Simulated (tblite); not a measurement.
Start geometry of `C/C=N/C1C[CH]C1` [radical] from a force field or distance geometry (Å):
```
atom  x, y, z in Å
C1     2.841    0.019   -0.008
C2     1.463   -0.518   -0.231
N3     0.492    0.289   -0.273
C4    -0.815   -0.246   -0.491
C5    -1.473   -0.550    0.856
C6    -1.885    0.912    0.855
C7    -1.923    0.793   -0.657
H8     2.969    0.076    1.105
H9     2.954    1.017   -0.446
H10    3.534   -0.707   -0.474
H11    1.291   -1.607   -0.334
H12   -0.911   -1.037   -1.247
H13   -2.343   -1.239    0.736
H14   -0.788   -0.781    1.676
H15   -0.984    1.523    1.135
H16   -1.563    1.700   -1.161
H17   -2.867    0.370   -1.051
```

What comes out of this run: tblite 0.8.0, GFN2-xTB geometry optimisation, gas phase?

```
atom  x, y, z in Å
C1     2.9941   -0.1881   -0.2782
C2     1.5701   -0.5919   -0.4111
N3     0.6419    0.1207    0.0396
C4    -0.7158   -0.2742   -0.0980
C5    -1.5279   -0.1903    1.2198
C6    -2.4345    0.7683    0.5487
C7    -1.6289    0.8295   -0.6918
H8     3.5463   -0.9524    0.2670
H9     3.0658    0.7591    0.2475
H10    3.4443   -0.0933   -1.2654
H11    1.3875   -1.5490   -0.9289
H12   -0.8304   -1.2443   -0.6098
H13   -1.9665   -1.1316    1.5652
H14   -0.9403    0.2277    2.0437
H15   -3.3853    1.1787    0.8181
H16   -1.0921    1.7708   -0.8492
H17   -2.1354    0.5719   -1.6271
```

The energy falls by 0.935 eV over 152 L-BFGS steps, the largest force on an atom goes from 1.95 to 0.007 eV/Å, and the atoms move by 0.936 Å rms after alignment. The bond that changes most is C6–H15 (ends: carbon bonded to 2 C and H; hydrogen on carbon), which shortens by 0.054 Å. Bonds longer at the end by more than 0.005 Å: 2 of 17; shorter: 11. Among the angles that change most is C5–C6–H15, from 107.8° to 132.7°. Among the dihedrals that turn most is H13–C5–C6–H15, from 172° to 51°. Rotational constants go from 7184, 1521, 1481 to 8487, 1356, 1274 MHz. The orientation of the end geometry is arbitrary; only internal coordinates are fixed.

Its GFN2-xTB frequencies are all real (lowest 16 cm⁻¹). 2 starts were optimised and ended at 0.00 and 0.02 kcal/mol (GFN2-xTB); the lowest of these is shown.

One conformer stands for the species.

The numbers are calculated, not measured.
